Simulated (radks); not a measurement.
Results of a calculation; reference values are marked as such.
Ga+, configuration [Ar] 3d10 4s2.

Level of theory: scalar-relativistic Kohn-Sham, PBE, spin-polarised, spherical densities, point nucleus; hard spherical wall at 6 bohr (a radial shooting solver on a logarithmic mesh with Libxc functionals).

Energy parts (eV):
part                       energy
total                  -52891.463
kinetic                 53792.333
electron-nucleus      -127222.794
Hartree                 22587.823
exchange-correlation    -2048.825

Orbitals (lengths in bohr, moments of r in powers of bohr; <r^-3> diverges for s and p1/2; r(90%) holds 90 % of the orbital's charge):
| orbital | occ. | eigenvalue (eV) | <r^2> | <r^4> | r(90%) | <r^-3> |
|---|---|---|---|---|---|---|
| 1s | 2 | -10238.15 | 0.003178 | 0.00002599 | 0.0869 | - |
| 2s | 2 | -1270.447 | 0.05597 | 0.005435 | 0.337 | - |
| 2p | 6 | -1106.967 | 0.04458 | 0.004006 | 0.312 | 890.7 |
| 3s | 2 | -156.2574 | 0.4907 | 0.3912 | 0.976 | - |
| 3p | 6 | -106.9946 | 0.5443 | 0.5213 | 1.05 | 117.6 |
| 3d | 10 | -27.2764 | 0.8530 | 1.925 | 1.39 | 11.70 |
| 4s | 2 | -16.1910 | 5.463 | 46.35 | 3.28 | - |
| 4p | 0 | -8.6715 | 7.862 | 90.47 | 3.92 | 6.237 |
| 4d | 0 | 0.5358 | 12.56 | 200.1 | 4.66 | 0.6432 |
| 5s | 0 | 1.3465 | 14.56 | 273.8 | 4.94 | - |

The highest occupied level is 4s at -16.191 eV. The pressure on the wall is 0.395 GPa. The density falls to 0.001 e/bohr^3 at r = 3.73 bohr.
